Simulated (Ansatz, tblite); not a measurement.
Removing and adding an electron: the cluster As₂P. The state is a doublet with charge 0. Geometry: PBE0-D4/def2-TZVP. Ansatz, gas phase; energy differences of separate SCF runs; the oxidised species is a singlet (the triplet lies 1.53 eV higher at PBE0-D4/def2-TZVP); the reduced species is a triplet (the singlet lies 0.46 eV higher at PBE0-D4/def2-TZVPD).

```xyz
3

P     0.2526    1.0310    0.5764
As   -0.8489    0.1013   -1.0715
As    0.5963   -1.1323    0.4952
```

The xTB rows come from tblite. Correlated methods freeze 23 core orbitals; core or outer-core shells of As are correlated, in sets that lack core-valence functions. In CCSD on the charge 0 doublet the largest single amplitude is 0.20, so its Hartree–Fock determinant may place the open shell otherwise than the density functionals do. The structure comes from a short search, and lower isomers may exist.

```csv
level,−HOMO (eV),vertical IE (eV),−LUMO (eV),vertical EA (eV),HOMO–LUMO gap (eV),IE − EA (eV),remarks
GFN1-xTB,–,13.36,–,3.08,–,10.27,–
GFN2-xTB,–,11.14,–,4.96,–,6.18,–
PBE-D4/def2-TZVP,4.60,7.45,3.95,–,0.65,–,–
PBE-D4/def2-TZVPD,4.65,–,4.00,1.40,0.65,–,HOMO above zero (-1 triplet)
r2SCAN-D4/def2-TZVP,4.98,7.70,3.92,–,1.06,–,–
r2SCAN-D4/def2-TZVPD,5.01,–,3.95,1.54,1.06,–,HOMO above zero (-1 triplet)
PBE0-D4/def2-TZVP,5.61,7.57,3.20,–,2.41,–,–
PBE0-D4/def2-TZVPD,5.65,–,3.25,1.55,2.39,–,HOMO above zero (-1 triplet)
CCSD/def2-TZVPP,–,7.44,–,–,–,–,spin-contaminated (⟨S²⟩ 1.21) (doublet)
CCSD(T)/def2-TZVPP,–,7.40,–,–,–,–,spin-contaminated (⟨S²⟩ 1.21) (doublet)
```

Run but left out: HF/def2-TZVPP, MP2/def2-TZVPP (doublet: ⟨S²⟩ 1.21, where a pure state has 0.75).   A HOMO above zero means that the electron is unbound at that level or that self-interaction error raises the level; the energy of removing that electron tells which. HOMO and LUMO are the levels of the spin that leaves or enters (xTB has no such levels and no spin-polarisation term). Other spin states of the ions may lie lower, which would lower the ionisation energy or raise the affinity. Raw xTB energy differences between charge states are shifted by several eV; the methods need an empirical correction for them.
